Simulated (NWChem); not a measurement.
System: ZrNH2OCl; SMILES [NH]=[Zr]([OH])[Cl]

Input file for NWChem:

```
start job
memory heap 200 mb stack 900 mb global 1100 mb
geometry units angstroms noautoz
  Zr    -0.078285     0.358467     0.142881
  N     -1.619574     1.054631    -0.482791
  H     -2.457082     1.413927    -0.933209
  Cl     0.159834    -2.022203    -0.145598
  O      1.437069     1.521675    -0.219581
  H      1.647379     2.349239    -0.659109
end
basis spherical
  * library sto-3g
end
dft
  xc b3lyp
  iterations 150
  mulliken
end
task dft energy
```

NWChem printed, in part:

```
             Northwest Computational Chemistry Package (NWChem) 7.3.0
             --------------------------------------------------------

 C1  symmetry detected

                             Geometry "geometry" -> ""
                             -------------------------

 Output coordinates in angstroms (scale by  1.889725989 to convert to a.u.)

  No.       Tag          Charge          X              Y              Z
 ---- ---------------- ---------- -------------- -------------- --------------
    1 Zr                  40.0000    -0.04457525     0.31479194     0.19440838
    2 N                    7.0000    -1.61463349     1.03876943    -0.31789551
    3 H                    1.0000    -2.47606405     1.41341580    -0.70644039
    4 Cl                  17.0000     0.13076436    -2.06901499    -0.11256226
    5 O                    8.0000     1.46067734     1.45244811    -0.27536005
    6 H                    1.0000     1.65309565     2.27719049    -0.72818732

 Effective nuclear repulsion energy (a.u.)     394.3515619596

                                 NWChem DFT Module
                                 -----------------

 Summary of "ao basis" -> "ao basis" (spherical)
 ------------------------------------------------------------------------------
       Tag                 Description            Shells   Functions and Types
 ---------------- ------------------------------  ------  ---------------------
 Zr                          sto-3g                 11       27   5s4p2d
 N                           sto-3g                  3        5   2s1p
 H                           sto-3g                  1        1   1s
 Cl                          sto-3g                  5        9   3s2p
 O                           sto-3g                  3        5   2s1p

            General Information
            -------------------
          SCF calculation type: DFT
          Wavefunction type:  closed shell.
          No. of atoms     :     6
          No. of electrons :    74
           Alpha electrons :    37
            Beta electrons :    37
          Charge           :     0
          Spin multiplicity:     1
          Use of symmetry is: off; symmetry adaption is: off
          Maximum number of iterations: 150
          AO basis - number of functions:    48
                     number of shells:    24
          Convergence on energy requested:  1.00D-06
          Convergence on density requested:  1.00D-05
          Convergence on gradient requested:  5.00D-04

              XC Information
              --------------
                         B3LYP Method XC Potential
                     Hartree-Fock (Exact) Exchange  0.200
                        Slater Exchange Functional  0.800 local
                    Becke 1988 Exchange Functional  0.720 non-local
              Lee-Yang-Parr Correlation Functional  0.810
                  VWN I RPA Correlation Functional  0.190 local

             Grid Information
             ----------------
          Grid used for XC integration:  medium
          Radial quadrature: Mura-Knowles
          Angular quadrature: Lebedev.
          Tag              B.-S. Rad. Rad. Pts. Rad. Cut. Ang. Pts.
          ---              ---------- --------- --------- ---------
          Zr                  1.55      123           8.0       590
          N                   0.65       49           9.0       434
          H                   0.35       45          10.0       434
          Cl                  1.00       88          11.0       590
          O                   0.60       49          10.0       434
          Grid pruning is: on
          Number of quadrature shells:   399
          Spatial weights used:  Erf1

      Superposition of Atomic Density Guess
      -------------------------------------

 Sum of atomic energies:       -4085.57920592

      Non-variational initial energy
      ------------------------------

 Total energy =   -4085.696024
 1-e energy   =   -6452.120712
 2-e energy   =    1972.073127
 HOMO         =      -0.178551
 LUMO         =       0.129499

     ---------------------------------------------
      Total Density - Mulliken Population Analysis
     ---------------------------------------------

    Atom       Charge   Shell Charges
 -----------   ------   -------------------------------------------------------
    1 Zr  40    38.00   2.00  2.00  6.00  1.99  5.95  2.07  5.70  0.34  0.58  9.98  1.39
    2 N    7     8.19   2.00  1.69  4.50
    3 H    1     0.76   0.76
    4 Cl  17    17.66   2.00  2.00  5.99  1.98  5.68
    5 O    8     8.77   2.00  1.81  4.96
    6 H    1     0.63   0.63

   convergence    iter        energy       DeltaE   RMS-Dens  Diis-err
 ---------------- ----- ----------------- --------- --------- ---------
 d= 0,ls=0.0,diis     1  -4089.1706435581 -4.48D+03  9.76D-02  1.52D+00
 d= 0,ls=0.0,diis     2  -4086.6057772568  2.56D+00  8.97D-02  1.35D+01
 d= 0,ls=0.0,diis     3  -4089.4188197021 -2.81D+00  1.38D-02  1.26D-01
 d= 0,ls=0.0,diis     4  -4089.4272391833 -8.42D-03  7.63D-03  9.81D-02
 d= 0,ls=0.0,diis     5  -4089.4419490465 -1.47D-02  2.31D-03  9.65D-03
  Resetting Diis
 d= 0,ls=0.0,diis     6  -4089.4435236897 -1.57D-03  5.04D-04  2.38D-04
 d= 0,ls=0.0,diis     7  -4089.4435790799 -5.54D-05  2.68D-04  1.95D-05
 d= 0,ls=0.0,diis     8  -4089.4435652503  1.38D-05  1.96D-04  1.08D-04
 d= 0,ls=0.0,diis     9  -4089.4435821428 -1.69D-05  1.34D-05  2.47D-07
 d= 0,ls=0.0,diis    10  -4089.4435821852 -4.25D-08  5.86D-06  3.07D-08

         Total DFT energy =    -4089.443582185246
      One electron energy =    -6451.831400113224
           Coulomb energy =     2125.333397225192
    Exchange-Corr. energy =     -157.297141256833
 Nuclear repulsion energy =      394.351561959619

 Numeric. integr. density =       74.000000633068

                       DFT Final Molecular Orbital Analysis
                       ------------------------------------

 Vector   35  Occ=2.000000D+00  E=-2.037602D-01
              MO Center=  5.6D-01, -6.9D-01, -1.7D-01, r^2= 4.1D+00
   Bfn.  Coefficient  Atom+Function         Bfn.  Coefficient  Atom+Function
  ----- ------------  ---------------      ----- ------------  ---------------
    40      0.692151  4 Cl px                45     -0.494014  5 O  px
    42     -0.339339  4 Cl pz                46      0.230902  5 O  py
    36     -0.191542  4 Cl px                41     -0.177960  4 Cl py
    12     -0.174263  1 Zr py                47      0.169181  5 O  pz
    16      0.126362  1 Zr py                27     -0.100720  1 Zr d  2

 Vector   36  Occ=2.000000D+00  E=-1.530292D-01
              MO Center= -1.1D+00,  7.8D-01, -1.7D-01, r^2= 1.9D+00
   Bfn.  Coefficient  Atom+Function         Bfn.  Coefficient  Atom+Function
  ----- ------------  ---------------      ----- ------------  ---------------
    32      0.659638  2 N  pz                26      0.348613  1 Zr d  1
    25     -0.267970  1 Zr d  0              30     -0.204878  2 N  px
    24      0.169438  1 Zr d -1              31      0.161066  2 N  py
    13     -0.124737  1 Zr pz                41     -0.115687  4 Cl py
    40     -0.112782  4 Cl px                47      0.109087  5 O  pz

 Vector   37  Occ=2.000000D+00  E=-1.332103D-01
              MO Center= -1.1D+00,  7.3D-01, -2.3D-01, r^2= 2.2D+00
   Bfn.  Coefficient  Atom+Function         Bfn.  Coefficient  Atom+Function
  ----- ------------  ---------------      ----- ------------  ---------------
    31      0.685888  2 N  py                30      0.335314  2 N  px
    27     -0.255601  1 Zr d  2              40     -0.238253  4 Cl px
    23     -0.227982  1 Zr d -2              45      0.164549  5 O  px
    44      0.149929  5 O  s                 12     -0.142809  1 Zr py
    41     -0.143025  4 Cl py                42     -0.135170  4 Cl pz

 Vector   38  Occ=0.000000D+00  E= 2.272917D-02
              MO Center= -7.6D-02,  3.7D-01,  5.3D-01, r^2= 2.2D+00
   Bfn.  Coefficient  Atom+Function         Bfn.  Coefficient  Atom+Function
  ----- ------------  ---------------      ----- ------------  ---------------
    25      0.748235  1 Zr d  0              14      0.668061  1 Zr s
    10     -0.407483  1 Zr s                 24      0.278169  1 Zr d -1
    17      0.218185  1 Zr pz                13     -0.176892  1 Zr pz
     6      0.168040  1 Zr s                 42      0.149783  4 Cl pz
    26      0.134722  1 Zr d  1              32      0.114586  2 N  pz

 Vector   39  Occ=0.000000D+00  E= 9.626054D-02
              MO Center= -9.1D-03,  1.8D-01,  3.8D-01, r^2= 2.6D+00
   Bfn.  Coefficient  Atom+Function         Bfn.  Coefficient  Atom+Function
  ----- ------------  ---------------      ----- ------------  ---------------
    24      0.878339  1 Zr d -1              42      0.311483  4 Cl pz
    47     -0.311413  5 O  pz                26     -0.215530  1 Zr d  1
    25     -0.195068  1 Zr d  0              16      0.190248  1 Zr py
    17     -0.178966  1 Zr pz                12     -0.175739  1 Zr py
    13      0.150832  1 Zr pz                32     -0.151387  2 N  pz

 Vector   40  Occ=0.000000D+00  E= 1.494564D-01
              MO Center=  1.7D-02,  4.6D-01,  3.3D-01, r^2= 2.7D+00
   Bfn.  Coefficient  Atom+Function         Bfn.  Coefficient  Atom+Function
  ----- ------------  ---------------      ----- ------------  ---------------
    26      0.847019  1 Zr d  1              32     -0.488184  2 N  pz
    17     -0.277272  1 Zr pz                47      0.266984  5 O  pz
    15     -0.248230  1 Zr px                11      0.241183  1 Zr px
    29      0.237134  2 N  s                 13      0.234748  1 Zr pz
    30      0.208777  2 N  px                31     -0.181487  2 N  py

     ---------------------------------------------
      Total Density - Mulliken Population Analysis
     ---------------------------------------------

[...]
```

Level: B3LYP/STO-3G, non-relativistic. Structure relaxed at the PBE0/def2-SVP (def2 core potentials past Kr) level.
